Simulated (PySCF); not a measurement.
A side-by-side comparison of computed properties.

First species: C7H11ClSi2.
Numbering: `[CH2:1]=[C:2]([CH3:3])[Si@H:4]1[CH:5]=[CH:6][SiH2:7][C:8]([Cl:9])=[CH:10]1` (hydrogens: H11, H12 on C1; H13, H14, H15 on C3; H16 on Si4; H17 on C5; H18 on C6; H19, H20 on Si7; H21 on C10)

Second species: C6H10F3P.
Structure used (GFN2-xTB), in Å, numbered top down from 1:
```xyz
20
C6H10F3P angstrom
C     -2.572    0.770    0.355
C     -1.764   -0.429   -0.126
C     -0.266   -0.219    0.057
C      0.601   -1.414   -0.396
P      1.733   -0.327   -1.412
C      2.937    0.104   -0.010
F      3.589    1.242   -0.292
F      3.862   -0.860    0.117
F      2.396    0.271    1.208
C      0.363    0.830   -0.885
H     -2.392    0.951    1.413
H     -2.299    1.667   -0.196
H     -3.635    0.591    0.214
H     -2.063   -1.317    0.436
H     -1.976   -0.615   -1.182
H     -0.072    0.029    1.102
H      0.057   -2.100   -1.046
H      1.083   -1.987    0.395
H     -0.275    1.061   -1.738
H      0.688    1.763   -0.425
```

Levels: PBE0/pcSseg-1 for dipole moment, HOMO energy, LUMO energy and HOMO–LUMO gap; GFN2-xTB for rotational constant A and rotational constant C. Geometries: GFN2-xTB. Each species is one conformer at its optimised geometry, gas phase, non-relativistic unless stated; the electronic structure was computed with PySCF and density fitting.

The conformers computed, where there is a choice (atom-mapped SMILES and torsion angles):
- `[CH2:1]=[C:2]([CH3:3])[Si@H:4]1[CH:5]=[CH:6][SiH2:7][C:8]([Cl:9])=[CH:10]1`: C1–C2–Si4–C5 119°
- `[CH3:1][CH2:2][CH:3]1[CH2:4][P:5]([C:6]([F:7])([F:8])[F:9])[CH2:10]1`: C1–C2–C3–C4 179°, C4–P5–C6–F7 -158°

```json
{"property": "dipole moment", "column X": "2.01 D", "column Y": "2.87 D"}
{"property": "HOMO energy", "column X": "-7.54 eV", "column Y": "-7.27 eV"}
{"property": "LUMO energy", "column X": "-1.17 eV", "column Y": "0.14 eV"}
{"property": "HOMO–LUMO gap", "column X": "6.37 eV", "column Y": "7.41 eV"}
{"property": "rotational constant A", "column X": "1.252 GHz", "column Y": "2.352 GHz"}
{"property": "rotational constant C", "column X": "0.475 GHz", "column Y": "0.613 GHz"}
```

Task: Which column belongs to which species?

Result: Column X is the first species and column Y the second. The first has 21 atoms and 98 electrons, the second 20 and 88.

Task: How does each property change from the first species to the second?

Result: dipole moment +0.86 D; HOMO energy +0.27 eV; LUMO energy +1.31 eV; HOMO–LUMO gap +1.04 eV; rotational constant A +1.100 GHz; rotational constant C +0.138 GHz.

On the first: The dipole matches unit charges of opposite sign 0.42 Å apart (1 e·Å = 4.8032 D).

On the second: The dipole matches unit charges of opposite sign 0.60 Å apart (1 e·Å = 4.8032 D). A dipole of 2.87 D is allowed in C1, and pure rotational transitions are dipole-allowed.
